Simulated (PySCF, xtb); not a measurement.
HISSi, neutral, multiplicity 1. Atoms are numbered in the order given.

```xyz
4

Si     1.1030    -1.1003     0.0000
I     -0.1061     1.0668     0.0000
S     -0.6203    -2.3531     0.0000
H      0.1050    -3.4887     0.0000
```
Charge 0, spin multiplicity 1.

The structure is a stationary point at PBE0-D3(BJ)/def2-TZVP. The def2 effective core potentials stand for the cores of I; spin–orbit coupling is left out. One conformer was computed; it need not be the lowest.

These are C-PCM-B3LYP/def2-SVP run with PySCF 2.14.0 values and carry that method's errors.

The values are the electrostatic part of the solvation free energy, E(continuum) − E(gas) at the gas-phase geometry, in a cavity of scaled van der Waals radii (PySCF's table); cavitation and dispersion terms are not included. In vacuum the orbital gap is 3.96 eV. The dipole moment in vacuum is 1.96 D.

```tsv
solvent	ε	ΔG(elec) (kcal/mol)	dipole (D)	gap (eV)
water	78.36	-2.6	2.92	4.07
chlorobenzene	5.70	-2.1	2.71	4.05
2-propanol	19.26	-2.5	2.87	4.06
```

For comparison, GFN2-xTB/ALPB(water) (xtb, at the GFN2-xTB geometry, all terms of that model) gives -1.4 kcal/mol.
